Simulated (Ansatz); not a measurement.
The Cd1–H2 bond of CdH2 (SMILES [CdH2]) is stretched (multiplicity 1, the rest rigid).
Geometry at rest (charge 0, multiplicity 1):
```xyz
3

Cd     0.00000     0.00000     0.00000
H      0.00000     0.00000     1.68117
H      0.00000     0.00000    -1.68117
```

Frozen-core correlation.

The values were computed with Ansatz (a first-principles code) with Gaussian orbitals.  In def2 rows elements past Kr take small-core potentials, without spin–orbit coupling.

FIC-MRCISD+Q on CASSCF(2,2)/def2-TZVPP, total energies (hartree):

| R (Å) | CASSCF | MRCISD | weight c² of the reference |
|---|---|---|---|
| 1.681 | -168.004423 | -168.409571 | 0.92626 |
| 2.942 | -167.934161 | -168.324772 | 0.92840 |
| 5.380 | -167.901973 | -168.292687 | 0.92820 |

Add the Davidson correction (E_MRCISD − E_CASSCF)(1 − c²)/c² and give the energies above the first point at the three levels.


Corrections (hartree): -0.032253, -0.030126, -0.030221. Above the first point (kcal/mol):
- R = 2.942 Å: CASSCF 44.1, MRCISD 53.2, with the correction 54.5
- R = 5.380 Å: CASSCF 64.3, MRCISD 73.3, with the correction 74.6
